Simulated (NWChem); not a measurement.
Everything below was run with NWChem. System: H4SSi, charge 1, spin multiplicity 2, at the geometry of a parent with another charge or spin, in a state set for the comparison that need not be this species' ground state. Its SCF solution wasn't tested for a lower state. Level: ROCCSD(T)/def2-TZVP, 10 core orbitals frozen.

Job file:

```
start mol
memory heap 100 mb stack 700 mb global 1900 mb
charge 1
geometry units angstroms nocenter noautoz
  Si     0.971115     0.376526     0.000000
  S     -1.016532    -0.475924     0.000000
  H      1.220435     1.211313     1.210115
  H      1.888793    -0.794174     0.000000
  H      1.220435     1.211313    -1.210115
  H     -1.660757     0.714972     0.000000
  symmetry group Cs
end
basis spherical
  * library def2-tzvp
end
scf
  rohf
  nopen 1
  maxiter 100
  thresh 1e-7
  semidirect memsize 60000000 filesize 0
  # guess.movecs holds the orbitals of an unrestricted PBE0 run
  vectors input guess.movecs output mol.movecs
end
tce
  freeze core 10
  ccsd(t)
  2eorb
  2emet 13
  thresh 1e-6
  maxiter 100
  tilesize 24
end
task tce energy
```

NWChem printed:

```
             Northwest Computational Chemistry Package (NWChem) 7.3.0
             --------------------------------------------------------

                                NWChem Input Module
                                -------------------

 Scaling coordinates for geometry "geometry" by  1.889725989
 (inverse scale =  0.529177249)

 Turning off AUTOSYM since
 SYMMETRY directive was detected!

                             Geometry "geometry" -> ""
                             -------------------------

 Output coordinates in angstroms (scale by  1.889725989 to convert to a.u.)

  No.       Tag          Charge          X              Y              Z
 ---- ---------------- ---------- -------------- -------------- --------------
    1 Si                  14.0000     0.97111500     0.37652600     0.00000000
    2 S                   16.0000    -1.01653200    -0.47592400     0.00000000
    3 H                    1.0000     1.22043500     1.21131300     1.21011500
    4 H                    1.0000     1.88879300    -0.79417400     0.00000000
    5 H                    1.0000     1.22043500     1.21131300    -1.21011500
    6 H                    1.0000    -1.66075700     0.71497200     0.00000000

 Effective nuclear repulsion energy (a.u.)      88.3408642183

            Nuclear Dipole moment (a.u.)
            ----------------------------
        X                 Y               Z
 ---------------- ---------------- ----------------
     0.0000075589     0.0000075589     0.0000000000

      Symmetry information
      --------------------

 Group name             Cs
 Group number              2
 Group order               2
 No. of unique centers     5

      Symmetry unique atoms

     1    2    3    4    6


 Summary of "ao basis" -> "" (spherical)
 ------------------------------------------------------------------------------
       Tag                 Description            Shells   Functions and Types
 ---------------- ------------------------------  ------  ---------------------
 *                         def2-tzvp                  on all atoms

 Summary of "ao basis" -> "ao basis" (spherical)
 ------------------------------------------------------------------------------
       Tag                 Description            Shells   Functions and Types
 ---------------- ------------------------------  ------  ---------------------
 Si                        def2-tzvp                13       37   5s5p2d1f
 S                         def2-tzvp                13       37   5s5p2d1f
 H                         def2-tzvp                 4        6   3s1p

                                 NWChem SCF Module
                                 -----------------

  ao basis        = "ao basis"
  functions       =    98
  atoms           =     6
  closed shells   =    16
  open shells     =     1
  charge          =   1.00
  wavefunction    = ROHF
  use symmetry    = T
  symmetry adapt  = T

 Summary of "ao basis" -> "ao basis" (spherical)
 ------------------------------------------------------------------------------
       Tag                 Description            Shells   Functions and Types
 ---------------- ------------------------------  ------  ---------------------
 Si                        def2-tzvp                13       37   5s5p2d1f
 S                         def2-tzvp                13       37   5s5p2d1f
 H                         def2-tzvp                 4        6   3s1p

      Symmetry analysis of basis
      --------------------------
[...]
    5 H    1     0.01   0.00  0.01  0.00  0.00
    6 H    1     0.00   0.00 -0.00 -0.00  0.00

       Multipole analysis of the density wrt the origin
       ------------------------------------------------

     L   x y z        total         open         nuclear
     -   - - -        -----         ----         -------
     0   0 0 0      1.000000     -1.000000     34.000000

     1   1 0 0     -0.737280      1.746619      0.000008
     1   0 1 0      0.207198      0.748931      0.000008
     1   0 0 1      0.000000     -0.000000      0.000000

     2   2 0 0    -12.933930     -4.529213    139.417471
     2   1 1 0      0.366036     -1.677268     46.884520
     2   1 0 1      0.000000     -0.000000      0.000000
     2   0 2 0    -17.522249     -1.709072     34.586900
     2   0 1 1      0.000000     -0.000000      0.000000
     2   0 0 2    -18.238469     -2.761564     10.458778

                   NWChem Extensible Many-Electron Theory Module
                   ---------------------------------------------


            General Information
            -------------------
      Number of processors :     1
         Wavefunction type : Restricted open-shell Hartree-Fock
          No. of electrons :    33
           Alpha electrons :    17
            Beta electrons :    16
           No. of orbitals :   196
            Alpha orbitals :    98
             Beta orbitals :    98
        Alpha frozen cores :    10
         Beta frozen cores :    10
     Alpha frozen virtuals :     0
      Beta frozen virtuals :     0
         Spin multiplicity : doublet
    Number of AO functions :    98
       Number of AO shells :    42
        Use of symmetry is : on
      Symmetry adaption is : on
         Schwarz screening : 0.10D-09

          Correlation Information
          -----------------------
          Calculation type : Coupled-cluster singles & doubles w/ perturbation
   Perturbative correction : (T)
            Max iterations :      100
        Residual threshold : 0.10D-05
     T(0) DIIS level shift : 0.00D+00
     L(0) DIIS level shift : 0.00D+00
     T(1) DIIS level shift : 0.00D+00
     L(1) DIIS level shift : 0.00D+00
     T(R) DIIS level shift : 0.00D+00
     T(I) DIIS level shift : 0.00D+00
   CC-T/L Amplitude update :  5-th order DIIS
                I/O scheme : Global Array Library
        L-threshold :  0.10D-05
        EOM-threshold :  0.10D-05
 no EOMCCSD initial starts read in
 TCE RESTART OPTIONS
 SLICE:      F
 D4D5:       F
 quantumc:   F
 qrotation:  F
 pwtce:      F
 qducc:      F
 nacto:                         0
 nrotv:                         0
 nrot:                          0

            Memory Information
            ------------------
          Available GA space size is     249017592 doubles
          Available MA space size is     104851932 doubles

 Maximum block size supplied by input
 Maximum block size        24 doubles

 tile_dim =     18

 -------------------------------------------------
   1    alpha     a'     5 doubles       0       1
   2    alpha     a"     1 doubles       5       2
   3    alpha     a"     1 doubles       6       3
   4    beta      a'     5 doubles       7       4
   5    beta      a"     1 doubles      12       5
   6    alpha     a'    17 doubles      13       6
   7    alpha     a'    18 doubles      30       7
   8    alpha     a'    18 doubles      48       8
   9    alpha     a"    14 doubles      66       9
  10    alpha     a"    14 doubles      80      10
  11    beta      a'    17 doubles      94      11
  12    beta      a'    18 doubles     111      12
  13    beta      a'    18 doubles     129      13
  14    beta      a"     1 doubles     147      14
  15    beta      a"    14 doubles     148      15
  16    beta      a"    14 doubles     162      16

 Global array virtual files algorithm will be used

 Parallel file system coherency ......... OK

 4-electron integrals stored in orbital form

 v2    file size   =          6014267
 4-index algorithm nr.  13 is used
 imaxsize =       30
 imaxsize ichop =        0


CCSD iterations
 ---------------------------------------------------------
 Iter          Residuum       Correlation     Cpu    Wall
 ---------------------------------------------------------
    1   0.1527750571151  -0.2671937843027     0.9     0.9
    2   0.0480155563994  -0.2994047214695     0.8     0.8
    3   0.0396225628704  -0.3062736035522     0.8     0.8
    4   0.0401851149548  -0.3095619317261     0.9     0.9
    5   0.0551767886380  -0.3090062659280     0.8     0.8
    6   0.0019679534021  -0.3101878794744     0.9     0.9
    7   0.0024715497960  -0.3102712144965     0.9     0.9
    8   0.0010488801357  -0.3103309524075     0.9     0.9
    9   0.0024519822659  -0.3103057624498     0.9     0.9
   10   0.0021062870420  -0.3103814766420     0.9     0.9
   11   0.0001184548207  -0.3103718271017     0.8     0.8
   12   0.0001040904157  -0.3103793668923     0.8     0.8
   13   0.0000502136487  -0.3103815733772     0.8     0.8
   14   0.0000992688184  -0.3103801166101     0.9     0.9
   15   0.0000892858152  -0.3103828500269     0.8     0.8
   16   0.0000077515357  -0.3103816556356     0.9     0.9
   17   0.0000109254009  -0.3103817382359     0.8     0.8
   18   0.0000052300124  -0.3103819806008     0.8     0.8
   19   0.0000114752753  -0.3103818369553     0.9     0.9
   20   0.0000103823702  -0.3103821915386     0.9     0.9
   21   0.0000005752010  -0.3103821249953     0.9     0.9
 -----------------------------------------------------------------
 Iterations converged
 CCSD correlation energy / hartree =        -0.310382124995262
 CCSD total energy / hartree       =      -688.815684629187786

 Singles contributions

 Doubles contributions
 CCSD(T)
 Using plain CCSD(T) code
             total no. of tasks         1295
 total no. of tasks / no. procs         1295
                         wl_min            1           1.0
                         wl_max       729000           9.5
        thresh for no. of tasks         1295

 CCSD[T]  correction energy / hartree =        -0.011501622032055
 CCSD[T] correlation energy / hartree =        -0.321883747027318
 CCSD[T] total energy / hartree       =      -688.827186251219814
 CCSD(T)  correction energy / hartree =        -0.011161433069931
 CCSD(T) correlation energy / hartree =        -0.321543558065194
 CCSD(T) total energy / hartree       =      -688.826846062257687

 Task  times  cpu:       47.2s     wall:       47.2s

 Total times  cpu:       47.3s     wall:       47.3s
```
